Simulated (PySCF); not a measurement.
## Relaxation of singlet AsOF₃

Level of theory: PBE0 in PySCF with As def2-SVP, O def2-SVP, F def2-SVP; no relativity; density-fitted integrals. A (50,194) grid was used.

A hand-made see-saw (ligand arrangement 1) start, of Cs symmetry, held to at least that symmetry:

```xyz
5
charge 0 multiplicity 1, angstrom
As   -0.0415    0.0000   -0.3016
O    -1.3890    0.0000    0.7512
F    -0.0415    1.8430   -0.1404
F    -0.0415   -1.8430   -0.1404
F     1.4163    0.0000    0.8374
```

Optimiser trace:
```
step  E − E(last) (kJ/mol)  largest gradient (Eh/bohr)
   0                438.63                     0.14332
   1                265.24                     0.08688
   2                145.53                     0.07426
   3                 91.61                     0.04721
   4                 45.56                     0.03481
   5                 15.09                     0.05641
   6                  7.11                     0.05427
   7                  6.68                     0.04244
   8                  0.42                     0.01041
   9                  0.04                     0.00326
  10                  0.00                     0.00070
  11                  0.00                     0.00020
```

It ends at C3v with As–F 1.694 Å (×3), As–O 1.588 Å; F–As–F 99.0° (×3), F–As–O 118.6° (×3) (after a last refinement on a finer grid). A frequency run shows a minimum.

Final geometry:
```xyz
5
charge 0 multiplicity 1, angstrom
As   -0.1207    0.0000    0.0726
O    -1.4815    0.0000    0.8909
F     0.1915    1.2874   -0.9825
F     0.1915   -1.2874   -0.9825
F     1.3406    0.0000    0.9284
```

The relaxation took of the order of 110 core-seconds on a shared host.
